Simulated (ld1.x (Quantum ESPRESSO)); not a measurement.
**What one change does to a pseudopotential (boron, TM)**

- Element: B
- Generator: ld1.x (Quantum ESPRESSO) 7.5
- Type: norm-conserving Troullier–Martins (Kleinman–Bylander form)
- Functional: PBE
- Relativity: non-relativistic
- Frozen core: [He]
- Valence charge: 3
- Reference configuration: 2s2 2p0.5 (charge +0.5)
- Partial waves: 2s (bound): rc 1.30 bohr; 2p (bound): rc 2.65 bohr
- Local potential: the p channel
- Core correction: none

Change: wave 2p (bound): rc 2.65 bohr becomes 2p (bound): rc 3.52 bohr.

Cutoffs: the cutoffs (Ry, on a coarse ladder) from which the occupation-weighted sum of valence levels, in a spherical-Bessel basis at the reference potential, stays within 10 and 1 mRy of its value at 400 Ry; they do not see the model core or the augmentation charge, which bear on the density cutoff. Errors are all-electron minus pseudo energies relative to the spin-unpolarised reference configuration.

Question: How do hardness, ghosts and transferability respond?

Answer: The potential gets neither clearly harder nor softer (21 Ry and 55 Ry → 21 Ry and 55 Ry); the s channel sets the loose cutoff, while the largest relative change is in p, which becomes softer; of the 7 tests that both files solve, the error grows in 7 and shrinks in 0 by more than 15 % and 0.3 meV (median size 17.2 → 47.5 meV); neither file shows a bound ghost. More of the atom is replaced by a form fitted at one configuration, so other configurations suffer.

| quantity | base | changed |
| --- | --- | --- |
| cutoff, loose | 21 Ry | 21 Ry |
| cutoff, tight | 55 Ry | 55 Ry |
| loose cutoff by channel (10 mRy a level) | s 18 Ry, p 15 Ry | s 18 Ry, p 10 Ry |
| bound ghosts | none | none |
| error for 2s2 2p1, meV [ΔE -2.89 eV] | +3.9 | +15 |
| error for 2s2 2p0, meV [ΔE 5.33 eV] | +19 | +54 |
| error for 2s1 2p0, meV [ΔE 30.75 eV] | +108 | +247 |
| error for 2s1 2p1, meV [ΔE 11.47 eV] | -30 | -91 |
| error for 2s1 2p2, meV [ΔE 2.96 eV] | +17 | +48 |
| error for 2s0 2p3, meV [ΔE 8.82 eV] | +14 | +35 |
| error for 2s2 2p1.3, meV [ΔE -3.63 eV] | +4.4 | +20 |
